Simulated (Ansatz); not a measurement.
Species: sum formula GaClF2 (charge 0, singlet). 
Coordinates optimised at B3LYP-D3(BJ)/def2-TZVP (Ansatz, a first-principles code):
```xyz
4

F     -0.9844     1.6357     0.0623
Ga    -0.2910     0.0420     0.0047
F     -1.4081    -1.2904    -0.0239
Cl     1.7972    -0.2593    -0.0289
```
Charge 0, spin multiplicity 1.

Computed values are from Ansatz. Correlated levels leave the core frozen unless marked. UHF or UKS for open shells. No spin-orbit coupling. The frozen core is the preceding noble-gas configuration, with the filled d and f shells of earlier blocks. No relativistic terms. Basis-set limits of correlation are two-point, X^-3; Hartree-Fock from the larger set.

```yaml
atomisation energy De: 322.5 kcal/mol at CCSD(T)/CBS(def2-TZVPPD,def2-QZVPPD)
vertical ionisation energy (to the doublet): 12.98 eV at CCSD(T)/CBS(def2-TZVPPD,def2-QZVPPD)
vertical_triplet_singlet_gap: 6.79 eV at CCSD(T)/CBS(def2-TZVPPD,def2-QZVPPD)
total_energy: -2582.8688 Eh at CCSD(T)/CBS(def2-TZVPPD,def2-QZVPPD)
dipole_moment: 1.09 D at CCSD(T)/def2-SVPD
T1 diagnostic: 0.012 at CCSD/def2-QZVPPD
```
